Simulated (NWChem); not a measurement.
System: C2H2BFO; SMILES C#CB(O)F

```xyz
7

B     -0.0108     0.4896     0.0000
C     -0.0623    -1.0496     0.0000
C     -0.0658    -2.2775     0.0000
H     -0.0824    -3.3598     0.0000
F     -1.1427     1.2008     0.0000
O      1.1576     1.1846     0.0000
H      1.9288     0.5900     0.0000
```
Atoms are numbered in this order, from 1.

The geometry was optimised at PBE-D3(BJ)/def2-SVP.

Symmetry labels are those of Cs in the frame above (b1 and b2, or b-type labels, depend on it).

### Question
List the 4 lowest vertical singlet excitations from CAM-B3LYP/def2-SVP, full TDDFT (NWChem).

### Answer
| state | energy (eV) | oscillator strength | symmetry | leading excitation (squared amplitude) |
|---|---|---|---|---|
| S1 | 5.44 | 0.000 | a" | HOMO → LUMO (0.96) |
| S2 | 6.11 | 0.025 | a' | HOMO−1 → LUMO (0.64) |
| S3 | 6.62 | 0.000 | a" | HOMO−1 → LUMO+1 (0.91) |
| S4 | 8.38 | 0.002 | a" | HOMO−3 → LUMO (0.96) |
